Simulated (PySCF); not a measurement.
# Fine-structure interval of Sb²⁺ by level of theory

Sb²⁺ [Kr] 4d10 5s2 5p1 [5p1/2^1, M_J = 1/2] → Sb²⁺ [Kr] 4d10 5s2 5p1 [5p3/2^1, M_J = 3/2], as a difference of total energies. Calculation: PySCF 2.14, in x2c-QZVPPall-2c; the two-component X2C-1e Hamiltonian. Correlated levels: [Ar] 3d10 frozen; the 32 highest virtual spinors dropped. "Screened" scales the spin-orbit matrix elements by Boettger's factors to mimic the two-electron term; Breit and QED terms are absent.

| method | fine-structure interval (cm⁻¹) |
| --- | --- |
| GHF (screened spin-orbit) | 7314.3 |
| GMP2 (screened spin-orbit) | 6308.3 |
| GHF (bare spin-orbit) | 7575.3 |
